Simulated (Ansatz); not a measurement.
`C[SiH2][SiH2]S` + H₂ → `C[SiH3]` + `[SiH3]S`  (hydrogenolysis of the Si–Si bond)

Program: Ansatz. Geometries: PBE0-D4/def2-TZVP. ΔE: electronic, gas phase. CCSD(T)/CBS is the MP2 limit (def2-TZVPP, def2-QZVPP) plus CCSD(T) − MP2 in def2-TZVPP, frozen cores. This one scheme is used for every species. Functionals use def2-TZVPP. HSE06 is defined as in plane-wave codes. One conformer a species, not always the lowest.

`C[SiH2][SiH2]S`:

Cartesian coordinates in Å:
```
C -0.916 1.392 -0.829
Si -0.396 -0.407 -0.878
Si 0.359 -1.093 1.226
S 2.000 0.157 1.835
H -1.771 1.529 -0.164
H -1.196 1.745 -1.824
H -0.097 2.013 -0.459
H 0.733 -0.598 -1.834
H -1.519 -1.278 -1.328
H -0.663 -0.868 2.283
H 0.742 -2.532 1.248
H 2.724 -0.061 0.725
```

H₂:

```xyz
2

H     0.064   -0.323   -0.176
H    -0.064    0.323    0.176
```

`C[SiH3]`:

```xyz
8

C    -0.751    0.632   -0.105
Si    0.672   -0.566    0.094
H    -0.966    1.139    0.838
H    -1.656    0.110   -0.424
H    -0.516    1.392   -0.853
H     1.903    0.148    0.530
H     0.965   -1.253   -1.193
H     0.349   -1.602    1.112
```

`[SiH3]S`:

```xyz
6

Si   -0.371    0.127    0.353
S     1.591   -0.338   -0.353
H    -0.910    1.350   -0.294
H    -0.207    0.355    1.808
H    -1.317   -0.994    0.119
H     1.214   -0.500   -1.633
```

CCSD(T)/CBS gives -0.17 eV.

Problem. Another level gave -0.11 eV. Which?
A. BLYP/def2-TZVPP
B. BLYP-D4/def2-TZVPP
C. CCSD(T)/def2-TZVPP
D. HSE06/def2-TZVPP

Solution. B. BLYP-D4 -0.11, BLYP -0.28, HSE06 -0.16, CCSD(T)/def2-TZVPP -0.21 eV.

Largest T1 diagnostic among the species: 0.011.

The D4 term adds +0.15 eV with B3LYP and +0.09 eV with PBE0; it sums over pairs of atoms, weighted by their polarisabilities, and B3LYP, whose exchange is more repulsive, gets the larger term. From r2SCAN to r2SCAN0 (25 % exact exchange), in def2-TZVPP and without D4, ΔE moves by −0.05 eV.

B3LYP here is the variant with VWN-RPA as its local correlation; programs differ in this.
